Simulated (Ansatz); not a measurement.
## Worked example: SiH3(GeH3) → GeH3 + SiH3

Species: SiH3(GeH3), singlet; GeH3 `[GeH3]`, doublet; SiH3 `[SiH3]`, doublet. 

Shapes, held fixed at every level: PBE0-D4/def2-TZVP. Programs: Ansatz 0.2.0. The zero-point and thermal change to 298 K, harmonic and unscaled (PBE0-D4/def2-TZVP), is -11.6 kJ/mol.

At CCSD(T)/def2-TZVPP; 1 Eh = 2625.50 kJ/mol:

| species | energy (Eh) |
| --- | --- |
| SiH3(GeH3) | -2368.247189 |
| GeH3 | -2077.343756 |
| SiH3 | -290.783840 |

Work out ΔH(298 K) of the reaction at this level.


1. Products less reactants: (-2077.343756) + (-290.783840) − [(-2368.247189)] = 0.119593 Eh = +314.0 kJ/mol.
2. With the thermal change: +314.0 + (-11.6) = +302.4 kJ/mol.

Other levels give +283.3 (CCSD(T)/def2-SVP) to +341.1 kJ/mol (SPW92/def2-TZVPP). No measured value is set beside it here. Open shells run unrestricted unless RO is named. Relativity is left out for Ge unless named. Correlated rows may include outer-core shells of Ge, which these sets cover unevenly.
